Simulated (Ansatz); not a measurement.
Gas-phase electronic energies from Ansatz, PBE0-D4/def2-TZVP geometries. CCSD(T)/CBS adds triple-zeta CCSD(T) − MP2 to the extrapolated MP2 energy (def2 sets, frozen cores). Elements past krypton have def2 core potentials. For Ge, I outer-core shells are correlated without core-valence functions, which leaves a few kJ/mol of doubt a bond. Scalar relativity is left out up to krypton.

Reaction (germylene formation by 1,1-elimination): `[Cl][GeH2][I]` → `ClI` + `[GeH2]`

```
        species  HF/def2-TZVPP energy (Eh)
`[Cl][GeH2][I]`                -2832.79045
          `ClI`                 -756.16567
       `[GeH2]`                -2076.47627
```

**Question.** Work out ΔE.

**Answer.** ΔE = (-756.16567) + (-2076.47627) − (-2832.79045) = 0.14851 Eh = +389.9 kJ/mol. CCSD(T)/CBS gives +392.1 kJ/mol.

Largest T1 diagnostic among the species: 0.012.

At CCSD(T), def2-SVP lies +7.6 kJ/mol from the extrapolated value and def2-TZVPP +10.5 kJ/mol. In def2-TZVPP, CCSD(T) changes the Hartree–Fock value by +12.8 kJ/mol (the triples alone add +3.3 kJ/mol) and MP2 by +44.7 kJ/mol.
